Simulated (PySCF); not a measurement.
Work out the structure from these simulated measurements.

Elements present: C, F, H and N. Monoisotopic mass: 121.0328 u.

| Item | Value |
| --- | --- |
| Valence photoelectron | vertical ionisation energy: 9.65 eV [ΔSCF PBE0/def2-SVPD] |
| UV, first state | lowest singlet excitation: 5.18 eV (239 nm, f = 0.001) [TDDFT PBE0/def2-SVPD] |
| Triplet | lowest triplet excitation (Tamm–Dancoff): 3.71 eV [TDA PBE0/def2-SVPD] |
| NMR, other nuclei | isotropic shieldings of nuclei other than C and H, by class: -48 (1 N), 277 (1 F) ppm [GIAO B97-2/pcSseg-1] |
| Rotational structure | rotational constants A, B, C: 5.643, 0.972, 0.829 GHz [PBE0-D3(BJ)/def2-SVP] |
| 13C NMR | chemical shifts (computed TMS as zero) by class: 168.9 (1 C), 138.6 (2 C), 120.8 (1 C), 118.7 (2 C), 110.6 (1 C) ppm [GIAO B97-2/pcSseg-1] |
| Polarisability | 85.1 au [PBE0/def2-SVPD] |
| Couplings | largest of the computed one-bond spin–spin couplings (means over like bonds): 19F–13C -326.3, 13C–1H +174.7 (×2), 13C–1H +173.6 (×2) Hz [B3LYP/pcJ-1, spin–dipole term left out for some pairs] |

Gas-phase values; electronic properties from PySCF, density fitting. Levels stand in brackets. Geometry: PBE0-D3(BJ)/def2-SVP; no solvent, vibrations or thermal averaging. NMR classes are plain means over equivalent atoms (diastereotopic ones count apart unless rotation or inversion swaps them), as if these changed places fast.

**Question.** Which formula fits the mass and the elements?

**Answer.** C7H4FN (calculated 121.0328). No other formula that holds each of these elements comes within 0.0003 u with a fitting electron parity and a possible valence count.

**Question.** What is the compound? Reason from the data.

**Answer.** Numbering: `[N:1]#[C:2][c:3]1[cH:4][cH:5][c:6]([F:7])[cH:8][cH:9]1`. Its formula, C7H4FN, gives 6 degrees of unsaturation: 1 ring and 5 π bonds in the structure found (Kekulé form). 7 carbons fall into 5 classes; from least to most shielded: aromatic C–F carbon [C6] (168.9 ppm), aromatic CH carbon [C4/C9] (138.6 ppm, 2 C), nitrile carbon [C2] (120.8 ppm), aromatic CH carbon [C5/C8] (118.7 ppm, 2 C), substituted aromatic carbon [C3] (110.6 ppm). The other shieldings belong to: -48 ppm, nitrile nitrogen [N1]; 277 ppm, aryl fluorine [F7]. The couplings run between: -326.3 Hz, aryl fluorine [F7] and aromatic C–F carbon [C6]; +174.7 Hz, aromatic CH carbon [C4] and its hydrogen (with 1 like pair); +173.6 Hz, aromatic CH carbon [C5] and its hydrogen (with 1 like pair). The first electron is taken from the HOMO, whose largest Löwdin shares are 0.19 on the substituted aromatic carbon, 0.17 on the aromatic C–F carbon, 0.14 on the nitrile nitrogen and 0.09 on the aryl fluorine. The optimised geometry has point group C2v and is an asymmetric top. Structure: para-fluorobenzonitrile (`N#Cc1ccc(F)cc1`). Computed isomers that give other values at the same levels: `N#Cc1ccccc1F` (rotational constant A: 2.946 GHz; this holds for the one conformer computed); `N#Cc1cccc(F)c1` (rotational constant A: 3.394 GHz; this holds for the one conformer computed). The assignments are read from this structure; whether some other isomer fits the data as well wasn't checked.
